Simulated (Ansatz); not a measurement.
`[CH3][GeH]([CH3])[C]#N` + `BC#C` → `[BH2][GeH]([CH3])[CH3]` + `C#CC#N`  (formal exchange of groups at a Ge–C bond)

Gas-phase electronic energies from Ansatz, PBE0-D4/def2-TZVP geometries. CCSD(T)/CBS adds triple-zeta CCSD(T) − MP2 to the extrapolated MP2 energy (def2 sets, frozen cores). Functionals use def2-TZVPP. For Ge outer-core shells are correlated without core-valence functions, which leaves a few kJ/mol of doubt a bond. Scalar relativity is left out up to krypton.

CCSD(T)/CBS gives +1.26 eV.

Q: Another level gave +1.15 eV. Which?
A. PBE/def2-TZVPP
B. CCSD(T)/def2-TZVPP
C. r2SCAN/def2-TZVPP
D. ωB97M-V/def2-TZVPP

A: C. r2SCAN 1.15, CCSD(T)/def2-TZVPP 1.28, PBE 1.04, ωB97M-V 1.33 eV.

Largest T1 diagnostic among the species: 0.015.

In def2-TZVPP, CCSD(T) changes the Hartree–Fock value by −0.22 eV (the triples alone add −0.03 eV) and MP2 by −0.23 eV. From PBE to PBE0 (25 % exact exchange), in def2-TZVPP and without D4, ΔE moves by +0.10 eV.
